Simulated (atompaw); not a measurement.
# Tl (Z = 81): variants of one PAW (atompaw) potential

Base potential:

thallium (Tl), PAW, made with atompaw 4.2.0.5 (PBE, scalar-relativistic). Core [Kr] 4d10 4f14 5s2, reference 5p6 5d10 6s2 6p1. Waves: 6s (bound): rc 2.45 bohr; 6s channel at 3.75 Ry: rc 2.45 bohr; 5p (bound): rc 1.55 bohr; 6p (bound): rc 2.45 bohr; 5d (bound): rc 2.45 bohr; 5d channel at -0.6 Ry: rc 1.85 bohr. Local part: troulliermartins scheme with l = 3 at 0 Ry, radius 2.35 bohr. Core correction: smooth core density matched at 1.65 bohr. Augmentation charge: besselshape compensation charge, radius 2.20 bohr; PAW radius 2.45 bohr; waves and projectors: custom rrkj gramschmidtortho.

All-electron outer shells of the reference configuration (PBE, scalar-relativistic, ld1.x):

| shell | level (eV) | outermost node (bohr) | outermost maximum (bohr) |
| --- | --- | --- | --- |
| 5s | -131.00 | 0.46 | 0.80 |
| 4f | -114.03 | – | 0.36 |
| 5p | -76.10 | 0.50 | 0.91 |
| 5d | -15.49 | 0.53 | 1.11 |
| 6s | -9.55 | 1.04 | 2.08 |
| 6p | -2.37 | 1.23 | 2.91 |

Cutoffs, loose and tight: the cutoffs (Ry, on a coarse ladder) from which the occupation-weighted sum of valence levels, in a spherical-Bessel basis at the reference potential, stays within 10 and 1 mRy of its value at 400 Ry. They see the waves, projectors and local potential, not the compensation charge or the core. A dash means not determined.

A true bound ghost makes a file unfit for plane-wave use even where its test errors are small: the radial tests pick states by their node count and pass the ghost by.

| change | outcome | cutoff, loose | cutoff, tight | bound ghosts |
| --- | --- | --- | --- | --- |
| base | generated | 35 Ry | 70 Ry | none |
| reference 5p6 5d10 6s2 6p0 | generated | 35 Ry | 70 Ry | s |
| core [Xe] 4f14, valence charge 13; reference 5d10 6s1 6p0; waves now 6s (bound): rc 2.25 bohr; 6s channel at -1.55 Ry: rc 2.60 bohr; 6p (bound): rc 2.60 bohr; 6p channel at -0.65 Ry: rc 2.60 bohr; 5d (bound): rc 2.60 bohr; 5d channel at -0.05 Ry: rc 1.20 bohr; local potential troulliermartins scheme with l = 3 at 0 Ry, radius 1.70 bohr; core correction smooth core density matched at 1.40 bohr; augmentation besselshape compensation charge, radius 1.90 bohr; PAW radius 2.60 bohr; waves and projectors: custom rrkj gramschmidtortho | failed: atompaw: The overlap operator has at least one negative eigenvalue! | – | – | – |
| local potential troulliermartins scheme with l = 3 at 0 Ry, radius 1.98 bohr | failed: atompaw: The overlap operator has at least one negative eigenvalue! | – | – | – |
| augmentation besselshape compensation charge, radius 2.20 bohr; PAW radius 2.45 bohr; waves and projectors: custom polynom vanderbiltortho | failed: atompaw: The overlap operator has at least one negative eigenvalue! | – | – | – |
| augmentation besselshape compensation charge, radius 1.28 bohr; PAW radius 2.45 bohr; waves and projectors: custom rrkj gramschmidtortho | generated | 35 Ry | 70 Ry | none |
| wave 6s channel at 3.75 Ry: rc 2.45 bohr becomes 6s channel at 6.13 Ry: rc 2.45 bohr | generated | 35 Ry | 70 Ry | s |
| core correction smooth core density matched at 1.38 bohr | generated | 35 Ry | 70 Ry | none |

(1) What comes out with this change to the base: wave 5d (bound): rc 2.45 bohr becomes 5d (bound): rc 2.00 bohr?

(2) What comes out with this change to the base: waves 6s (bound); 6s channel at 3.75 Ry; 5p (bound); 6p (bound); 5d (bound); 5d channel at -0.6 Ry; augmentation besselshape compensation charge, radius 2.20 bohr; PAW radius 2.45 bohr; waves and projectors: bloechl?

(3) What comes out with this change to the base: all radii scaled by about 0.96 (s 2.34, p 1.48, d 2.34 bohr); local potential troulliermartins scheme with l = 3 at 0 Ry, radius 2.24 bohr; augmentation besselshape compensation charge, radius 2.10 bohr; PAW radius 2.34 bohr; waves and projectors: custom rrkj gramschmidtortho; core correction smooth core density matched at 1.58 bohr?

Results:

(1) outcome: generated; cutoff, loose: 45 Ry; cutoff, tight: 70 Ry; bound ghosts: none.

(2) outcome: generated; cutoff, loose: 35 Ry; cutoff, tight: 50 Ry; bound ghosts: none.

(3) outcome: generated; cutoff, loose: 40 Ry; cutoff, tight: 70 Ry; bound ghosts: s.
